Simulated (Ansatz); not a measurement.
B₆H₄F₂⁻, that is [closo-1,2-(F)2B6H4]2- with one electron fewer. Charge -1, multiplicity 2. Geometry PBE-D4/def2-SVPD, that of the charge -2 singlet; atoms count from 1.

Cartesian coordinates in Å:
```
B 1.013 0.508 0.412
B -0.640 1.043 0.236
B -0.276 -0.436 1.090
B -1.040 -0.512 -0.462
B 0.253 0.435 -1.142
B 0.618 -1.045 -0.280
F 2.214 1.101 0.940
H -1.258 2.075 0.498
F -0.573 -0.940 2.406
H -2.066 -1.021 -0.907
H 0.512 0.868 -2.262
H 1.243 -2.076 -0.529
```

Estimate the Mulliken populations from the PBE0/def2-TZVPD orbitals of Ansatz.


| atom | charge (e) | spin (α − β) |
| --- | --- | --- |
| B1 | 0.22 | 0.14 |
| B2 | -0.16 | 0.16 |
| B3 | 0.22 | 0.14 |
| B4 | -0.04 | 0.17 |
| B5 | -0.04 | 0.17 |
| B6 | -0.16 | 0.16 |
| F7 | -0.50 | 0.03 |
| H8 | -0.02 | 0.00 |
| F9 | -0.50 | 0.03 |
| H10 | 0.00 | -0.01 |
| H11 | 0.00 | -0.01 |
| H12 | -0.02 | 0.00 |
Mulliken values depend strongly on the basis. With diffuse functions, as here, like atoms can get unlike values, and bond orders can come out too low or too high.

Where does the spin sit?

Summed by element: B 0.95, F 0.07, H -0.02, of 1 unpaired in all. Largest on single atoms: B4 0.17, B5 0.17, B2 0.16.

And the Mayer bond orders between heavy atoms (over 0.3)?

B1–B2 0.67 (1.75 Å); B1–B3 0.68 (1.74 Å); B1–B4 1.00 (2.45 Å); B1–B5 0.69 (1.73 Å); B1–B6 0.67 (1.75 Å); B1–F7 0.49 (1.44 Å); B2–B3 0.67 (1.75 Å); B2–B4 0.63 (1.75 Å); B2–B5 0.63 (1.75 Å); B2–B6 1.24 (2.49 Å); B3–B4 0.69 (1.73 Å); B3–B5 1.00 (2.45 Å); B3–B6 0.67 (1.75 Å); B3–F9 0.49 (1.44 Å); B4–B5 0.70 (1.74 Å); B4–B6 0.63 (1.75 Å); B5–B6 0.63 (1.75 Å).
